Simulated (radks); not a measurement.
Spherical quantum dot in the effective-mass picture: electrons in a parabolic well V = omega^2 r^2 / 2 with omega = 0.121, all in effective atomic units (hartree* = m*/eps^2 hartree, bohr* = eps/m* bohr), one dielectric constant everywhere. Calculated with a radial shooting solver with Libxc functionals: non-relativistic Kohn-Sham, LDA (Slater exchange, Perdew-Wang correlation), spin-polarised, spherical densities. Levels are named by radial order and angular momentum (1s, 1p, 1d, 2s, ...), and open shells are averaged over m. Results are scaled to m* = 0.057 and eps = 7.6, for which hartree* = 26.85 meV and bohr* = 7.056 nm.

N = 13, configuration 1s2 1p6 1d(up 5, down 0). This is the lowest configuration that the search found. Occupied and some empty levels:

level,occupation,eigenvalue (meV),<r> (nm)
1s up,1,50.292,43.81
1s down,1,50.707,41.67
1p up,3,51.190,50.61
1p down,3,51.702,50.08
1d up,5,52.383,55.34
1d down,0,52.921,55.49
2s up,0,53.161,43.42
2s down,0,53.414,44.53
1f up,0,53.816,59.16
1f down,0,54.347,59.62
2p up,0,54.869,50.04
2p down,0,55.167,50.13

Energy (meV): total 403.675, kinetic 24.736, external 144.31, Hartree 282.30, exchange-correlation -47.671.

Electron density:

r (nm),n(r) (e/nm^3)
4.79,5.078e-06
12.8,6.138e-06
20.8,8.006e-06
28.8,0.00001028
36.8,0.00001215
44.8,0.00001250
52.7,0.00001046
60.7,6.634e-06
68.7,2.997e-06
76.8,9.226e-07
84.7,1.944e-07
92.7,2.796e-08
101,2.769e-09
